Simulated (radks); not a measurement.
Mo8+, configuration [Ar] 3d10 4s2 4p4. Calculated with a radial shooting solver on a logarithmic mesh with Libxc functionals: Dirac Kohn-Sham, LB94 model potential, spin-unpolarised, spherical densities, finite nucleus; open shells fill j = l - 1/2 first; Fermi nuclear charge, rms radius 4.4091 fm.

Spin-orbit splittings of the eigenvalues, e(l+1/2) - e(l-1/2), with zeta = 2 splitting/(2l+1) and mean radii in bohr:

| shell | occ. | splitting (eV) | zeta (eV) | <r> j=l-1/2 | <r> j=l+1/2 |
|---|---|---|---|---|---|
| 2p | 6 | 108.0 | 72.01 | 0.1303 | 0.1348 |
| 3p | 6 | 17.74 | 11.82 | 0.4219 | 0.4323 |
| 3d | 10 | 3.429 | 1.372 | 0.4089 | 0.4123 |
| 4p | 4 | 3.326 | 2.217 | 1.089 | 1.111 |
